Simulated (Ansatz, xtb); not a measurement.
**Relaxing a trial structure of ClFHSiSn**

The starting geometry of this gas-phase doublet has its atoms placed at random.

```xyz
5

Cl   -0.4361    0.1729   -0.9008
F     1.3666   -0.0232   -0.1216
Si   -0.7548   -1.0092    0.6510
Sn    0.8074    0.6319    1.5591
H     0.3094   -1.0866   -0.3896
```

Task: One run relaxed it with r2SCAN-D4/def2-SVP. What is a likely outcome?

Result: It ends as a structure with Cl1 bridging Sn4 and Si3, given below by its coordinates. Distances that change by over a tenth: Cl1–Si3 (1.98 → 2.24 Å), Si3–Sn4 (2.44 → 2.71 Å). Contacts that open: Cl1–H5 (1.55 → 2.86 Å).

The energy falls by 6.71 eV over 12 steps:

| step | E − E(last) (eV) |
| --- | --- |
| 1 | 6.709 |
| 2 | 3.292 |
| 3 | 1.873 |
| 5 | 0.362 |
| 6 | 0.135 |
| 7 | 0.041 |
| 8 | 0.010 |
| 10 | 0.000 |
| 11 | 0.000 |
| 12 | 0.000 |

Final geometry (Å):

```xyz
5

Cl   -0.9367    0.6309   -0.8269
F     2.3414    0.3895    0.3027
Si   -0.7396   -1.1620    0.4994
Sn    0.7673    0.9307    1.3463
H    -0.1399   -2.1034   -0.5232
```

From the same start GFN2-xTB reaches the same bonding as this run.

From so rough a start the end depends on the optimiser's path, so another program may land elsewhere. No frequencies were run, so the end isn't proven a minimum. Open shells are spin-unrestricted. Atoms past krypton carry core potentials, without spin–orbit terms. Run with Ansatz 0.2.0, 3.8 min on 1 thread of Intel(R) Xeon(R) Processor @ 2.50GHz (Skylake/Cascade Lake), with other jobs on the host.
